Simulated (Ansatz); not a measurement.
Harmonic frequencies (cm⁻¹) at PBE0-D4/def2-TZVP from Ansatz: 88, 141, 185, 246, 316, 648, 701, 713, 734, 736, 2201, 2439.

Each molecule was computed in one conformer, which needn't be the lowest.

Question: Which molecule is it?
A. `[Cl][GeH2][Cl]`
B. `[F][GeH]([F])[SeH]`
C. `[OH][Ge]([OH])([F])[F]`
D. `[CH3][Ge]([Cl])([Cl])[Cl]`

Answer: B.
